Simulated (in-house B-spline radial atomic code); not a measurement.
A run on neutral rubidium that did not converge. Method: non-relativistic r2SCAN, spin-polarised, spherical fractional occupations, point nucleus; computed with an all-electron radial atomic-structure program (B-spline basis).

Command:
```bash
python run_scf.py task.json out
```
Settings:
```
Z                37
configuration    [Kr] 5s1
hamiltonian      nr
method           r2scan
spin_polarised   True
```

First and last ten iterations of the last attempt (damped for 15 steps, keeping 80 % of the old Fock matrix, then DIIS):
```
 iter        energy (Eh)    residual
    1       -2940.119764    7.20e-02
    2       -2940.124824    1.64e-03
    3       -2940.124833    1.35e-03
    4       -2940.124838    1.10e-03
    5       -2940.124842    8.96e-04
    6       -2940.124844    7.25e-04
    7       -2940.124845    5.85e-04
    8       -2940.124846    4.71e-04
    9       -2940.124847    3.79e-04
   10       -2940.124847    3.04e-04
  111       -2940.124849    9.66e-07
  112       -2940.124849    5.22e-06
  113       -2940.124849    8.69e-07
  114       -2940.124849    5.42e-06
  115       -2940.124849    5.16e-06
  116       -2940.124849    8.34e-07
  117       -2940.124849    8.95e-07
  118       -2940.124849    4.97e-06
  119       -2940.124849    1.92e-06
  120       -2940.124849    1.88e-06
 not converged after 120 iterations
```

The smallest residual met was 7.2e-07; the threshold is about 4e-07. Over the last five steps the energy moves by less than 1e-08 hartree, but the orbitals didn't meet the threshold. Cost of the run: 2 s on 1 thread of Arm Neoverse V2 (shared host).
